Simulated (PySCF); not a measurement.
Exercise with solution: refractive index and permittivity of the vapour

Mo(NH)(S)(Cl)(NH2) (ClH3MoN2S), SMILES [NH]=[Mo]([NH2])(=[S])[Cl], multiplicity 1.

Geometry optimised at B3LYP-D3(BJ)/def2-SVP. The spin state was assumed, not searched. The structure was generated by enumeration; whether it is a known compound was not checked. The def2 effective core potentials stand for the cores of Mo; spin–orbit coupling is left out. One conformer was computed; it need not be the lowest.

r2SCAN/def2-TZVP (PySCF) gives a mean static polarisability of 90.2 bohr³ and a dipole moment of 3.50 D. Take an ideal gas at 298.15 K and 1 bar, whether or not the substance is that volatile.

Task: Work out n − 1 in the optical limit and the static ε − 1.

Result: 
Polarisability volume α' = 90.2 × 0.148185 = 13.37 Å³. Number density N = p/kT = 2.43e-5 Å⁻³.
Dilute limit of Lorentz–Lorenz: n − 1 = 2π N α' = 0.0020.
Orientation term of Debye: μ²/(3kT) = 8.098 Å³ × μ²(D²) = 99.20 Å³.
ε − 1 = 4π N (α' + μ²/3kT) = 0.034. Orientation of the dipole supplies 88 % of the static response; it can't follow optical fields. Vibrational polarisation and dispersion are left out.
